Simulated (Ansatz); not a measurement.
Compare A (`C[O][Ti]([F])([F])[SeH]`) with its isomer B (`C[Se][Ti]([OH])([F])[F]`).

Program: Ansatz. Geometries: PBE0-D4/def2-TZVP. ΔE: electronic, gas phase. CCSD(T)/CBS is the MP2 limit (def2-TZVPP, def2-QZVPP) plus CCSD(T) − MP2 in def2-TZVPP, frozen cores. DFT in def2-TZVPP. B3LYP here is the variant with VWN-RPA as its local correlation; programs differ in this. For Se, Ti outer-core shells are correlated without core-valence functions, which leaves a few kJ/mol of doubt a bond. Scalar relativity is left out up to krypton. Each species was taken in one conformer, which may not be the lowest.

A:

```xyz
10

C    -0.495    1.305   -1.440
O    -0.087    0.470   -0.399
Ti    0.541   -0.435    0.936
F     0.242    0.365    2.473
F     2.268   -0.725    0.780
Se   -0.689   -2.523    0.807
H    -0.906    2.232   -1.033
H    -1.264    0.799   -2.028
H     0.357    1.536   -2.085
H     0.032   -3.023    1.990
```

B:

Z-matrix (Å, degrees):
```
C
Se 1 1.967
H 1 1.088 2 110.2
H 1 1.088 2 106.5 3 -118.7
H 1 1.088 2 110.1 3 122.6
Ti 2 2.400 1 93.3 3 -60.6
F 6 1.758 2 107.5 1 -57.7
O 6 1.763 2 105.1 1 -179.3
F 6 1.760 2 108.5 1 59.7
H 8 0.958 6 142.5 2 99.4
```

(1) Which isomer does CCSD(T)/CBS put lower? Give the gap. (An estimate is asked.)

(2) Give E(B) − E(A) in kcal/mol with HF/def2-TZVPP, CCSD/def2-TZVPP, r2SCAN-D4, CCSD(T)/def2-TZVPP, B2PLYP, B3LYP-D4, MP2/def2-TZVPP. (Best estimate.)

Largest T1 diagnostic: 0.022.

## Answers

(1) Computed: B, by 7.5 kcal/mol.

(2) Computed: HF/def2-TZVPP -3.1, CCSD/def2-TZVPP -6.2, r2SCAN-D4 -6.8, CCSD(T)/def2-TZVPP -6.5, B2PLYP -5.9, B3LYP-D4 -6.0, MP2/def2-TZVPP -7.8. None reverses the order clearly.

The D4 term adds −0.8 kcal/mol with B3LYP and −0.4 kcal/mol with PBE0; it sums over pairs of atoms, weighted by their polarisabilities, and B3LYP, whose exchange is more repulsive, gets the larger term. In def2-TZVPP, CCSD(T) changes the Hartree–Fock value by −3.3 kcal/mol (the triples alone add −0.2 kcal/mol) and MP2 by −4.6 kcal/mol.
